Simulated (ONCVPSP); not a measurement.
## Building the ONCV potential for Br (Z = 35) (LDA (Perdew-Wang 92), scalar-relativistic).

- Element: bromine (Br)
- Generator: ONCVPSP 4.0.1
- Type: optimised norm-conserving Vanderbilt (ONCV)
- Functional: LDA (Perdew-Wang 92)
- Relativity: scalar-relativistic
- Frozen core: [Ar]
- Valence charge: 17
- Reference configuration: 3d10 4s2 4p4 (charge +1)
- Partial waves: 4s: rc 1.15 bohr, ncon 4, nbas 8, qcut 7.3 1/bohr, 1 projector; 4p: rc 1.60 bohr, ncon 4, nbas 7, qcut 4.5 1/bohr, 2 projectors, debl 4 Ha; 3d: rc 1.00 bohr, ncon 4, nbas 9, qcut 18.3 1/bohr, 3 projectors, debl 0.5 Ha
- Local potential: polynomial inside 0.85 bohr (lpopt 5, dvloc0 4 Ha)
- Core correction: Teter function, fcfact 3.25, rcfact 1.25

Q: Does this generation succeed?

A: No. ONCVPSP 4.0.1 stopped with "ERROR pspot: first pseudo wave function has node, program will stop": the optimised pseudo-wave of the first projector has a node, so the radial equation cannot be inverted for a potential. It happened in the s channel.
